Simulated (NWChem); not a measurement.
System: C$_{4}$H$_{3}$FS; SMILES Fc1cccs1

Here is an NWChem input.

```
start job
memory heap 200 mb stack 900 mb global 1100 mb
geometry units angstroms noautoz
  F     -0.062200    -2.142494     0.000000
  C     -0.209473    -0.815854     0.000000
  C     -1.375744    -0.115769     0.000000
  C     -1.126441     1.295497     0.000000
  C      0.200762     1.614871     0.000000
  S      1.212634     0.193460     0.000000
  H     -2.353011    -0.582476     0.000000
  H     -1.915298     2.039614     0.000000
  H      0.658351     2.594506     0.000000
end
basis spherical
  F library 6-31g*
  C library 6-31g*
  S library 6-31g*
  H library 6-31g*
end
dft
  xc xpbe96 cpbe96
  iterations 150
  mulliken
end
task dft energy
```

Excerpt of the output:

```
             Northwest Computational Chemistry Package (NWChem) 7.3.0
             --------------------------------------------------------

 CS  symmetry detected

                             Geometry "geometry" -> ""
                             -------------------------

 Output coordinates in angstroms (scale by  1.889725989 to convert to a.u.)

  No.       Tag          Charge          X              Y              Z
 ---- ---------------- ---------- -------------- -------------- --------------
    1 F                    9.0000    -0.07252538    -2.13720730     0.00000000
    2 C                    6.0000    -0.21538212    -0.81008448     0.00000000
    3 C                    6.0000    -1.37931657    -0.10612167     0.00000000
    4 C                    6.0000    -1.12531785     1.30430676     0.00000000
    5 C                    6.0000     0.20294077     1.61926168     0.00000000
    6 S                   16.0000     1.21007629     0.19449075     0.00000000
    7 H                    1.0000    -2.35813150    -0.56957345     0.00000000
    8 H                    1.0000    -1.91169385     2.05104519     0.00000000
    9 H                    1.0000     0.66378774     2.59736826     0.00000000

 Effective nuclear repulsion energy (a.u.)     272.2986706024

      Symmetry information
      --------------------

 Group name             Cs
 Group number              2
 Group order               2
 No. of unique centers     9

  pbe96 is a nonlocal functional; adding pw91lda local functional.

                                 NWChem DFT Module
                                 -----------------

 Summary of "ao basis" -> "ao basis" (spherical)
 ------------------------------------------------------------------------------
       Tag                 Description            Shells   Functions and Types
 ---------------- ------------------------------  ------  ---------------------
 F                           6-31g*                  6       14   3s2p1d
 C                           6-31g*                  6       14   3s2p1d
 S                           6-31g*                  8       18   4s3p1d
 H                           6-31g*                  2        2   2s

      Symmetry analysis of basis
      --------------------------

        a'         69
        a"         25

            General Information
            -------------------
          SCF calculation type: DFT
          Wavefunction type:  closed shell.
          No. of atoms     :     9
          No. of electrons :    52
           Alpha electrons :    26
            Beta electrons :    26
          Charge           :     0
          Spin multiplicity:     1
          Use of symmetry is: on ; symmetry adaption is: on
          Maximum number of iterations: 150
          AO basis - number of functions:    94
                     number of shells:    44
          Convergence on energy requested:  1.00D-06
          Convergence on density requested:  1.00D-05
          Convergence on gradient requested:  5.00D-04

              XC Information
              --------------
          PerdewBurkeErnzerhof Exchange Functional  1.000
            Perdew 1991 LDA Correlation Functional  1.000 local
           PerdewBurkeErnz. Correlation Functional  1.000 non-local

             Grid Information
             ----------------
          Grid used for XC integration:  medium
          Radial quadrature: Mura-Knowles
          Angular quadrature: Lebedev.
          Tag              B.-S. Rad. Rad. Pts. Rad. Cut. Ang. Pts.
          ---              ---------- --------- --------- ---------
          F                   0.50       49          11.0       434
          C                   0.70       49          10.0       434
          S                   1.00       88          10.0       590
          H                   0.35       45          11.0       434
          Grid pruning is: on
          Number of quadrature shells:   468
          Spatial weights used:  Erf1

      Superposition of Atomic Density Guess
      -------------------------------------

 Sum of atomic energies:        -648.96372719

      Non-variational initial energy
      ------------------------------

 Total energy =    -652.174286
 1-e energy   =   -1434.090594
 2-e energy   =     509.617637
 HOMO         =      -0.215719
 LUMO         =       0.039167

      Symmetry analysis of molecular orbitals - initial
      -------------------------------------------------

  Numbering of irreducible representations:

     1 a'          2 a"

  Orbital symmetries:

     1 a'          2 a'          3 a'          4 a'          5 a'
     6 a'          7 a'          8 a'          9 a'         10 a"
    11 a'         12 a'         13 a'         14 a'         15 a'
    16 a'         17 a'         18 a"         19 a'         20 a'
    21 a'         22 a"         23 a'         24 a'         25 a"
    26 a"         27 a"         28 a'         29 a"         30 a'
    31 a'         32 a'         33 a'         34 a'         35 a'
    36 a'

     ---------------------------------------------
      Total Density - Mulliken Population Analysis
     ---------------------------------------------

    Atom       Charge   Shell Charges
 -----------   ------   -------------------------------------------------------
    1 F    9     9.44   2.00  0.94  3.37  1.01  2.10  0.01
    2 C    6     5.40   2.00  0.67  1.50  0.50  0.67  0.07
    3 C    6     6.42   2.00  0.74  2.03  0.54  1.07  0.03
    4 C    6     6.25   2.00  0.74  1.96  0.53  0.99  0.04
    5 C    6     6.40   2.00  0.72  1.86  0.63  1.15  0.04
    6 S   16    15.81   2.00  2.00  5.98  1.32  2.91  0.47  1.07  0.06
    7 H    1     0.76   0.46  0.31
    8 H    1     0.77   0.46  0.31
    9 H    1     0.76   0.46  0.30

   convergence    iter        energy       DeltaE   RMS-Dens  Diis-err
 ---------------- ----- ----------------- --------- --------- ---------
 d= 0,ls=0.0,diis     1   -651.6432214277 -9.24D+02  1.57D-02  9.31D-01
 d= 0,ls=0.0,diis     2   -651.4862659115  1.57D-01  1.14D-02  2.38D+00
 d= 0,ls=0.0,diis     3   -651.7264202554 -2.40D-01  5.34D-03  1.43D-01
 d= 0,ls=0.0,diis     4   -651.7320526311 -5.63D-03  2.85D-03  9.78D-02
 d= 0,ls=0.0,diis     5   -651.7461910259 -1.41D-02  4.88D-04  2.85D-03
  Resetting Diis
 d= 0,ls=0.0,diis     6   -651.7463925787 -2.02D-04  2.63D-04  6.14D-04
 d= 0,ls=0.0,diis     7   -651.7464734093 -8.08D-05  2.39D-04  5.87D-05
 d= 0,ls=0.0,diis     8   -651.7464239070  4.95D-05  1.73D-04  3.82D-04
 d= 0,ls=0.0,diis     9   -651.7464820741 -5.82D-05  1.66D-05  2.73D-06
 d= 0,ls=0.0,diis    10   -651.7464824150 -3.41D-07  5.34D-06  2.94D-07

         Total DFT energy =     -651.746482414973
      One electron energy =    -1437.022323343923
           Coulomb energy =      571.505982568366
    Exchange-Corr. energy =      -58.528812241828
 Nuclear repulsion energy =      272.298670602412

 Numeric. integr. density =       52.000002701103

                  Occupations of the irreducible representations
                  ----------------------------------------------

                     irrep           alpha         beta
                     --------     --------     --------
                     a'               21.0         21.0
                     a"                5.0          5.0

                       DFT Final Molecular Orbital Analysis
                       ------------------------------------

 Vector   24  Occ=2.000000D+00  E=-3.079671D-01  Symmetry=a'
              MO Center=  3.7D-01, -5.8D-01,  1.3D-15, r^2= 3.2D+00
   Bfn.  Coefficient  Atom+Function         Bfn.  Coefficient  Atom+Function
  ----- ------------  ---------------      ----- ------------  ---------------
    77      0.461815  6 S  px                 3      0.378858  1 F  px
    17     -0.276368  2 C  px                 7      0.261964  1 F  px
    34      0.202554  3 C  s                 31      0.200270  3 C  px
    73     -0.175900  6 S  px                81      0.168930  6 S  px
    80      0.167124  6 S  s                 20     -0.134148  2 C  s

 Vector   25  Occ=2.000000D+00  E=-2.277655D-01  Symmetry=a"
              MO Center=  4.8D-02,  3.5D-01,  2.6D-16, r^2= 3.0D+00
   Bfn.  Coefficient  Atom+Function         Bfn.  Coefficient  Atom+Function
  ----- ------------  ---------------      ----- ------------  ---------------
    79      0.545916  6 S  pz                83      0.302580  6 S  pz
    33     -0.299310  3 C  pz                47     -0.275707  4 C  pz
    37     -0.218330  3 C  pz                75     -0.204860  6 S  pz
    51     -0.197165  4 C  pz                19     -0.040159  2 C  pz

 Vector   26  Occ=2.000000D+00  E=-1.968934D-01  Symmetry=a"
              MO Center= -3.1D-01,  2.8D-01, -4.6D-15, r^2= 3.0D+00
   Bfn.  Coefficient  Atom+Function         Bfn.  Coefficient  Atom+Function
  ----- ------------  ---------------      ----- ------------  ---------------
    61     -0.360131  5 C  pz                19      0.350365  2 C  pz
    65     -0.285688  5 C  pz                 5     -0.244129  1 F  pz
    33      0.234554  3 C  pz                23      0.221720  2 C  pz
    47     -0.216363  4 C  pz                 9     -0.191421  1 F  pz
    37      0.175610  3 C  pz                51     -0.147620  4 C  pz

 Vector   27  Occ=0.000000D+00  E=-3.477050D-02  Symmetry=a"
              MO Center= -2.8D-02,  4.2D-01,  1.5D-15, r^2= 3.2D+00
   Bfn.  Coefficient  Atom+Function         Bfn.  Coefficient  Atom+Function
  ----- ------------  ---------------      ----- ------------  ---------------
    65      0.473329  5 C  pz                19      0.402165  2 C  pz
    23      0.402179  2 C  pz                61      0.367098  5 C  pz
    83     -0.343664  6 S  pz                79     -0.336125  6 S  pz
    51     -0.304039  4 C  pz                47     -0.247623  4 C  pz
    37     -0.192024  3 C  pz                33     -0.166803  3 C  pz

[...]
```

Level: PBE/6-31G* (spherical d). Geometry: optimised at B3LYP/6-31G* (spherical d).
